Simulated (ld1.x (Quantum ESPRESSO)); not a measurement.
Ta (Z = 73): ultrasoft pseudisation with PBE, fully relativistic reference atom.

Input for ld1.x (Quantum ESPRESSO) 7.5:

```
&input
   title='Ta', zed=73., rel=2, dft='PBE', iswitch=3,
   config='[Xe] 4f14 5d3 6s1 6p0', rel_dist='average',
   nld=5, rlderiv=3.80, eminld=-3.0, emaxld=5.0, deld=0.02
 /
 &inputp
   pseudotype=3, tm=.true., lloc=-1, rcloc=2.30,
   nlcc=.false.,
   file_pseudopw='Ta.UPF', file_wfcaegen='ae.wfc', file_wfcncgen='nc.wfc', file_beta='beta', file_chi='chi', file_wfcusgen='us.wfc'
 /
6
6S  1  0   1.00   0.00  1.80  2.50  0.0
6S  1  0   0.00  -0.40  1.80  2.50  0.0
6P  2  1   0.00   0.00  3.25  3.50  0.0
6P  2  1   0.00   4.60  3.25  3.50  0.0
5D  3  2   3.00   0.00  1.70  1.95  0.0
5D  3  2   0.00  -0.05  1.70  1.95  0.0
 &test
   configts(1)='5d3 6s1 6p0'
 /
```

Command:

```bash
ld1.x < Ta.in > Ta.out
```

Output (shortened: banner, matrices, multipoles, cross overlaps and the repeated all-electron block are left out):

```
Program LD1 v.7.5
     --------------------------- All-electron run ----------------------------

     Ta
     dirac relativistic calculation

     atomic number is 73.00
     dft =PBE   lsd =0 sic =0 latt =0  beta=0.20 tr2=1.0E-14
     Exchange-correlation= PBE
                           (   1   4   3   4   0   0   0)
     mesh =1273 r(mesh) = 100.43799 a.u. xmin = -7.00 dx = 0.01250
     1 Ry =  13.60569312 eV, c = 137.03599908

     n l j   nl                  e(Ry)          e(Ha)          e(eV)
     Spin orbit split results
     1 0 0.5 1S 1( 2.00)     -4945.4855     -2472.7427    -67286.7579
     2 0 0.5 2S 1( 2.00)      -849.5421      -424.7710    -11558.6085
     2 1 0.5 2P 1( 2.00)      -811.8313      -405.9157    -11045.5282
     2 1 1.5 2P 1( 4.00)      -718.4644      -359.2322     -9775.2055
     3 0 0.5 3S 1( 2.00)      -195.0109       -97.5054     -2653.2581
     3 1 0.5 3P 1( 2.00)      -178.2728       -89.1364     -2425.5255
     3 1 1.5 3P 1( 4.00)      -158.1722       -79.0861     -2152.0428
     4 0 0.5 4S 1( 2.00)       -40.1796       -20.0898      -546.6709
     4 1 0.5 4P 1( 2.00)       -33.2824       -16.6412      -452.8300
     4 1 1.5 4P 1( 4.00)       -28.6546       -14.3273      -389.8654
     3 2 1.5 3D 1( 4.00)      -129.9539       -64.9770     -1768.1132
     3 2 2.5 3D 1( 6.00)      -125.5765       -62.7882     -1708.5547
     5 0 0.5 5S 1( 2.00)        -5.8821        -2.9411       -80.0305
     5 1 0.5 5P 1( 2.00)        -3.8879        -1.9439       -52.8970
     5 1 1.5 5P 1( 4.00)        -3.2454        -1.6227       -44.1560
     4 2 1.5 4D 1( 4.00)       -17.3329        -8.6665      -235.8266
     4 2 2.5 4D 1( 6.00)       -16.4829        -8.2414      -224.2612
     4 3 2.5 4F 1( 6.00)        -2.4206        -1.2103       -32.9334
     4 3 3.5 4F 1( 8.00)        -2.2749        -1.1374       -30.9515
     5 2 1.5 5D 1( 1.20)        -0.7991        -0.3995       -10.8721
     5 2 2.5 5D 1( 1.80)        -0.7521        -0.3761       -10.2331
     6 0 0.5 6S 1( 1.00)        -0.8539        -0.4270       -11.6186
     6 1 0.5 6P 1( 0.00)        -0.5241        -0.2620        -7.1301
     6 1 1.5 6P 1( 0.00)        -0.4718        -0.2359        -6.4197
     Averaged results
     1 0     1S 1( 2.00)     -4945.4855     -2472.7427    -67286.7579
     2 0     2S 1( 2.00)      -849.5421      -424.7710    -11558.6085
     2 1     2P 1( 6.00)      -749.5867      -374.7933    -10198.6464
     3 0     3S 1( 2.00)      -195.0109       -97.5054     -2653.2581
     3 1     3P 1( 6.00)      -164.8724       -82.4362     -2243.2037
     4 0     4S 1( 2.00)       -40.1796       -20.0898      -546.6709
     4 1     4P 1( 6.00)       -30.1972       -15.0986      -410.8536
     3 2     3D 1(10.00)      -127.3274       -63.6637     -1732.3781
     5 0     5S 1( 2.00)        -5.8821        -2.9411       -80.0305
     5 1     5P 1( 6.00)        -3.4596        -1.7298       -47.0696
     4 2     4D 1(10.00)       -16.8229        -8.4115      -228.8873
     4 3     4F 1(14.00)        -2.3373        -1.1687       -31.8009
     5 2     5D 1( 3.00)        -0.7709        -0.3855       -10.4887
     6 0     6S 1( 1.00)        -0.8539        -0.4270       -11.6186
     6 1     6P 1( 0.00)        -0.4892        -0.2446        -6.6565

     final scf error:  5.6E-15 reached in  29 iterations

     Etot =  -31251.180338 Ry,  -15625.590169 Ha, -425193.969410 eV

     Ekin =   35090.092554 Ry,   17545.046277 Ha,  477425.030947 eV
     Encl =  -77915.314188 Ry,  -38957.657094 Ha,-1060091.854424 eV
     Eh   =   12208.372760 Ry,    6104.186380 Ha,  166103.373304 eV
     Exc  =    -634.331464 Ry,    -317.165732 Ha,   -8630.519237 eV

     normalization and overlap integrals

     s(1S/1S) =  1.000000  <r> =   0.0187  <r2> =    0.0005  r(max) =   0.0116
     s(2S/2S) =  1.000000  <r> =   0.0783  <r2> =    0.0073  r(max) =   0.0670
     s(2P/2P) =  1.000000  <r> =   0.0649  <r2> =    0.0052  r(max) =   0.0503
     s(2P/2P) =  1.000000  <r> =   0.0727  <r2> =    0.0064  r(max) =   0.0570
     s(3S/3S) =  1.000000  <r> =   0.2043  <r2> =    0.0478  r(max) =   0.1891
     s(3P/3P) =  1.000000  <r> =   0.1942  <r2> =    0.0440  r(max) =   0.1776
     s(3P/3P) =  1.000000  <r> =   0.2088  <r2> =    0.0506  r(max) =   0.1915
     s(4S/4S) =  1.000000  <r> =   0.4586  <r2> =    0.2377  r(max) =   0.4315
     s(4P/4P) =  1.000000  <r> =   0.4645  <r2> =    0.2458  r(max) =   0.4315
     s(4P/4P) =  1.000000  <r> =   0.4975  <r2> =    0.2818  r(max) =   0.4593
     s(3D/3D) =  1.000000  <r> =   0.1829  <r2> =    0.0393  r(max) =   0.1491
     s(3D/3D) =  1.000000  <r> =   0.1874  <r2> =    0.0411  r(max) =   0.1529
     s(5S/5S) =  1.000000  <r> =   1.1014  <r2> =    1.3645  r(max) =   0.9847
     s(5P/5P) =  1.000000  <r> =   1.2205  <r2> =    1.6909  r(max) =   1.0613
     s(5P/5P) =  1.000000  <r> =   1.3270  <r2> =    2.0009  r(max) =   1.1584
     s(4D/4D) =  1.000000  <r> =   0.5165  <r2> =    0.3095  r(max) =   0.4536
     s(4D/4D) =  1.000000  <r> =   0.5279  <r2> =    0.3233  r(max) =   0.4651
     s(4F/4F) =  1.000000  <r> =   0.6339  <r2> =    0.5114  r(max) =   0.4369
     s(4F/4F) =  1.000000  <r> =   0.6449  <r2> =    0.5306  r(max) =   0.4424
     s(5D/5D) =  1.000000  <r> =   2.0601  <r2> =    5.0893  r(max) =   1.5443
     s(5D/5D) =  1.000000  <r> =   2.1377  <r2> =    5.4864  r(max) =   1.5833
     s(6S/6S) =  1.000000  <r> =   3.0735  <r2> =   10.6553  r(max) =   2.6766
     s(6P/6P) =  1.000000  <r> =   3.8439  <r2> =   16.7549  r(max) =   3.2692
     s(6P/6P) =  1.000000  <r> =   4.1466  <r2> =   19.4563  r(max) =   3.5681

     ------------------------ End of All-electron run ------------------------

     --------------------- Generating US pseudopotential ---------------------

      Generating local potential from pseudized AE potential:
      Matching radius rcloc =   2.3000

      Local pseudo, rcloc= 2.304 Estimated cut-off energy=     4.49 Ry

     Fully relativistic calculation: |psi|^2

     Wfc 6S LC norm =  0.99994767 SC norm =  0.00005139 missing  0.00000094

     Wfc 6P LC norm =  0.99996724 SC norm =  0.00003256 missing  0.00000020

     Wfc 6P LC norm =  0.99997142 SC norm =  0.00002611 missing  0.00000248

     Wfc 5D LC norm =  0.99988407 SC norm =  0.00011590 missing  0.00000003

     Wfc 5D LC norm =  0.99989236 SC norm =  0.00010706 missing  0.00000057

      Wfc   6S  rcut= 1.794  Using Troullier-Martins method
      Wfc-us  6S rcutus= 2.483  Estimated cut-off energy=     6.96 Ry

      Wfc   6S  rcut= 1.794  Using Troullier-Martins method
      Wfc-us  6S rcutus= 2.483  Estimated cut-off energy=     7.53 Ry

      Wfc   6P  rcut= 3.269  Using Troullier-Martins method
      Wfc-us  6P rcutus= 3.524  Estimated cut-off energy=     6.13 Ry

      Wfc   6P  rcut= 3.269  Using Troullier-Martins method
      Wfc-us  6P rcutus= 3.524  Estimated cut-off energy=     6.01 Ry

      Wfc   6P  rcut= 3.269  Using Troullier-Martins method
      Wfc-us  6P rcutus= 3.524  Estimated cut-off energy=     8.62 Ry

      Wfc   6P  rcut= 3.269  Using Troullier-Martins method
      Wfc-us  6P rcutus= 3.524  Estimated cut-off energy=     8.11 Ry

      Wfc   5D  rcut= 1.707  Using Troullier-Martins method
      Wfc-us  5D rcutus= 1.934  Estimated cut-off energy=    30.34 Ry

      Wfc   5D  rcut= 1.707  Using Troullier-Martins method
      Wfc-us  5D rcutus= 1.934  Estimated cut-off energy=    30.23 Ry

      Wfc   5D  rcut= 1.707  Using Troullier-Martins method
      Wfc-us  5D rcutus= 1.934  Estimated cut-off energy=    32.70 Ry

      Wfc   5D  rcut= 1.707  Using Troullier-Martins method
      Wfc-us  5D rcutus= 1.934  Estimated cut-off energy=    32.25 Ry

     ------------------- End of pseudopotential generation -------------------

     Computing logarithmic derivative in   3.82214
     Computing logarithmic derivative in   3.82214
     Computing the partial wave expansion
     R is outside the sphere for l=    0 j= 0.50
     R is outside the sphere for l=    0 j= 0.50
     R is outside the sphere for l=    1 j= 0.50
     R is outside the sphere for l=    1 j= 0.50
     R is outside the sphere for l=    1 j= 1.50
     R is outside the sphere for l=    1 j= 1.50
     R is outside the sphere for l=    2 j= 1.50
     R is outside the sphere for l=    2 j= 1.50
     R is outside the sphere for l=    2 j= 2.50
     R is outside the sphere for l=    2 j= 2.50

     ---------------------- Testing the pseudopotential ----------------------

     Ta
     dirac relativistic calculation

     atomic number is 73.00   valence charge is  5.00
     dft =PBE   lsd =0 sic =0 latt =0  beta=0.20 tr2=1.0E-14
     mesh =1273 r(mesh) = 100.43799 xmin = -7.00 dx = 0.01250

     n l  j  nl             e AE (Ry)       e PS (Ry)    De AE-PS (Ry)
     3 2 1.5 5D   1( 1.20)       -0.79908       -0.79908       -0.00000
     3 2 2.5 5D   1( 1.80)       -0.75212       -0.75212        0.00000
     1 0 0.5 6S   1( 1.00)       -0.85395       -0.85395        0.00000
     2 1 0.5 6P   1( 0.00)       -0.52405       -0.52405       -0.00000
     2 1 1.5 6P   1( 0.00)       -0.47184       -0.47184        0.00000

     eps = 2.0E-17  iter =  4

     Etot =  -31251.180338 Ry,  -15625.590169 Ha, -425193.969410 eV
     Etotps =    -8.756943 Ry,      -4.378471 Ha,    -119.144276 eV

     Ekin =       9.025551 Ry,       4.512775 Ha,     122.798873 eV
     Encl =     -20.879740 Ry,     -10.439870 Ha,    -284.083329 eV
     Ehrt =       6.189165 Ry,       3.094582 Ha,      84.207877 eV
     Ecxc =      -2.052838 Ry,      -1.026419 Ha,     -27.930285 eV
     Epseu=      -1.039081 Ry,      -0.519540 Ha,     -14.137412 eV

     ---------------------- End of pseudopotential test ----------------------
```

Note: ghost states, extra bound levels that the all-electron valence spectrum of the same l lacks: p1/2 at -56.6 eV, p3/2 at -34.9 eV, s at -21.3 eV. A true bound ghost makes a file unfit for plane-wave use.

Generation and configuration tests took about 2.6 s on one core of a shared server CPU.

Transferability test of the new file with ld1.x, input:

```
&input
   title='Ta', zed=73., rel=2, dft='PBE', iswitch=2,
   config='[Xe] 4f14 5d3 6s1 6p0', rel_dist='average'
 /
 &test
   file_pseudo='Ta.UPF', nconf=8,
   configts(1)='5d3 6s1 6p0',
   configts(2)='5d3 6s2 6p0',
   configts(3)='5d3 6s0 6p0',
   configts(4)='5d2 6s0 6p0',
   configts(5)='5d3 6s0 6p2',
   configts(6)='5d1 6s0 6p0',
   configts(7)='5d3 6s1 6p1',
   configts(8)='5d2 6s2 6p1'
 /
```

```bash
ld1.x < Ta.test.in > Ta.test.out
```

Pseudopotential blocks of its output, shortened (energy terms left out; the distinct warnings before each block abridged to one line each):

```
     ---------------------- Testing the pseudopotential ----------------------

     n l  j  nl             e AE (Ry)       e PS (Ry)    De AE-PS (Ry)
     3 2 1.5 5D   1( 1.20)       -0.79908       -0.79908       -0.00000
     3 2 2.5 5D   1( 1.80)       -0.75212       -0.75212        0.00000
     1 0 0.5 6S   1( 1.00)       -0.85395       -0.85395        0.00000
     2 1 0.5 6P   1( 0.00)       -0.52405       -0.52405       -0.00000
     2 1 1.5 6P   1( 0.00)       -0.47184       -0.47184        0.00000

     eps = 2.0E-17  iter =  4

     Etot =  -31251.180338 Ry,  -15625.590169 Ha, -425193.969410 eV
     Etotps =    -8.756943 Ry,      -4.378471 Ha,    -119.144276 eV

     ---------------------- End of pseudopotential test ----------------------

          BEWARE! Errors in PS-KS equations
     Warning: n=1, l=0 expected 0 nodes, found 1
     Warning: n=2, l=1 expected 0 nodes, found 2
     Warning: n=3, l=2 expected 0 nodes, found 1
     ---------------------- Testing the pseudopotential ----------------------

     n l  j  nl             e AE (Ry)       e PS (Ry)    De AE-PS (Ry)
     3 2 1.5 5D   1( 1.20)       -0.29042       -0.03021       -0.26021  !
     3 2 2.5 5D   1( 1.80)       -0.24748       -0.02227       -0.22521  !
     1 0 0.5 6S   1( 2.00)       -0.40025       -0.45817        0.05792  !
     2 1 0.5 6P   1( 0.00)       -0.12604       -0.12604        0.00000
     2 1 1.5 6P   1( 0.00)       -0.09407       -0.12229        0.02822  !

     eps = 5.0E-15  iter = 34

     Etot =  -31251.802981 Ry,  -15625.901490 Ha, -425202.440895 eV
     Etotps =    -0.992691 Ry,      -0.496346 Ha,     -13.506250 eV
     dEtot_ae =      -0.622643 Ry
     dEtot_ps =       7.764252 Ry,   Delta E=      -8.386894 Ry

     ---------------------- End of pseudopotential test ----------------------

          ---------------------- Testing the pseudopotential ----------------------

     n l  j  nl             e AE (Ry)       e PS (Ry)    De AE-PS (Ry)
     3 2 1.5 5D   1( 1.20)       -1.37633       -1.37507       -0.00126
     3 2 2.5 5D   1( 1.80)       -1.32487       -1.32238       -0.00249
     1 0 0.5 6S   1( 0.00)       -1.35432       -1.35432        0.00000
     2 1 0.5 6P   1( 0.00)       -0.97336       -0.95990       -0.01346  !
     2 1 1.5 6P   1( 0.00)       -0.90188       -0.90188        0.00000

     eps = 6.2E-15  iter =  8

     Etot =  -31250.079822 Ry,  -15625.039911 Ha, -425178.996123 eV
     Etotps =    -7.670896 Ry,      -3.835448 Ha,    -104.367863 eV
     dEtot_ae =       1.100516 Ry
     dEtot_ps =       1.086046 Ry,   Delta E=       0.014470 Ry

     ---------------------- End of pseudopotential test ----------------------

          ---------------------- Testing the pseudopotential ----------------------

     n l  j  nl             e AE (Ry)       e PS (Ry)    De AE-PS (Ry)
     3 2 1.5 5D   1( 0.80)       -2.17536       -2.17274       -0.00262
     3 2 2.5 5D   1( 1.20)       -2.11505       -2.11029       -0.00477
     1 0 0.5 6S   1( 0.00)       -1.99628       -1.99628        0.00000
     2 1 0.5 6P   1( 0.00)       -1.54750       -1.54750        0.00000
     2 1 1.5 6P   1( 0.00)       -1.44965       -1.71935        0.26970  !

     eps = 3.3E-15  iter =  7

     Etot =  -31248.345808 Ry,  -15624.172904 Ha, -425155.403667 eV
     Etotps =    -5.939080 Ry,      -2.969540 Ha,     -80.805297 eV
     dEtot_ae =       2.834530 Ry
     dEtot_ps =       2.817863 Ry,   Delta E=       0.016667 Ry

     ---------------------- End of pseudopotential test ----------------------

          ---------------------- Testing the pseudopotential ----------------------

     n l  j  nl             e AE (Ry)       e PS (Ry)    De AE-PS (Ry)
     3 2 1.5 5D   1( 1.20)       -0.47092       -0.47891        0.00798  !
     3 2 2.5 5D   1( 1.80)       -0.42387       -0.43072        0.00684  !
     1 0 0.5 6S   1( 0.00)       -0.52904       -0.52904        0.00000
     2 1 0.5 6P   1( 0.67)       -0.22705       -0.22673       -0.00032
     2 1 1.5 6P   1( 1.33)       -0.18628       -0.18620       -0.00008

     eps = 1.3E-15  iter = 12

     Etot =  -31251.176568 Ry,  -15625.588284 Ha, -425193.918110 eV
     Etotps =    -8.760915 Ry,      -4.380457 Ha,    -119.198317 eV
     dEtot_ae =       0.003770 Ry
     dEtot_ps =      -0.003972 Ry,   Delta E=       0.007742 Ry

     ---------------------- End of pseudopotential test ----------------------

          ---------------------- Testing the pseudopotential ----------------------

     n l  j  nl             e AE (Ry)       e PS (Ry)    De AE-PS (Ry)
     3 2 1.5 5D   1( 0.40)       -3.06291       -3.03173       -0.03117  !
     3 2 2.5 5D   1( 0.60)       -2.99358       -2.95967       -0.03391  !
     1 0 0.5 6S   1( 0.00)       -2.70162       -2.65435       -0.04727  !
     2 1 0.5 6P   1( 0.00)       -2.18719       -2.51780        0.33061  !
     2 1 1.5 6P   1( 0.00)       -2.06179       -2.55701        0.49522  !

     eps = 7.7E-15  iter = 10

     Etot =  -31245.772096 Ry,  -15622.886048 Ha, -425120.386534 eV
     Etotps =    -3.379293 Ry,      -1.689647 Ha,     -45.977627 eV
     dEtot_ae =       5.408242 Ry
     dEtot_ps =       5.377650 Ry,   Delta E=       0.030592 Ry

     ---------------------- End of pseudopotential test ----------------------

          ---------------------- Testing the pseudopotential ----------------------

     n l  j  nl             e AE (Ry)       e PS (Ry)    De AE-PS (Ry)
     3 2 1.5 5D   1( 1.20)       -0.38584       -0.22258       -0.16326  !
     3 2 2.5 5D   1( 1.80)       -0.34078       -0.19415       -0.14663  !
     1 0 0.5 6S   1( 1.00)       -0.47018       -0.59112        0.12094  !
     2 1 0.5 6P   1( 0.33)       -0.18077       -0.18122        0.00045
     2 1 1.5 6P   1( 0.67)       -0.14417       -0.14985        0.00569  !

     eps = 7.7E-15  iter = 23

     Etot =  -31251.498281 Ry,  -15625.749141 Ha, -425198.295247 eV
     Etotps =    -9.592257 Ry,      -4.796129 Ha,    -130.509309 eV
     dEtot_ae =      -0.317943 Ry
     dEtot_ps =      -0.835314 Ry,   Delta E=       0.517371 Ry

     ---------------------- End of pseudopotential test ----------------------

          ---------------------- Testing the pseudopotential ----------------------

     n l  j  nl             e AE (Ry)       e PS (Ry)    De AE-PS (Ry)
     3 2 1.5 5D   1( 0.80)       -0.48126       -0.47203       -0.00923  !
     3 2 2.5 5D   1( 1.20)       -0.43165       -0.42332       -0.00833  !
     1 0 0.5 6S   1( 2.00)       -0.51465       -0.52624        0.01158  !
     2 1 0.5 6P   1( 0.33)       -0.20336       -0.20239       -0.00097
     2 1 1.5 6P   1( 0.67)       -0.16061       -0.15891       -0.00170

     eps = 5.9E-15  iter = 14

     Etot =  -31251.586379 Ry,  -15625.793189 Ha, -425199.493879 eV
     Etotps =    -9.172607 Ry,      -4.586303 Ha,    -124.799673 eV
     dEtot_ae =      -0.406041 Ry
     dEtot_ps =      -0.415664 Ry,   Delta E=       0.009623 Ry

     ---------------------- End of pseudopotential test ----------------------
```
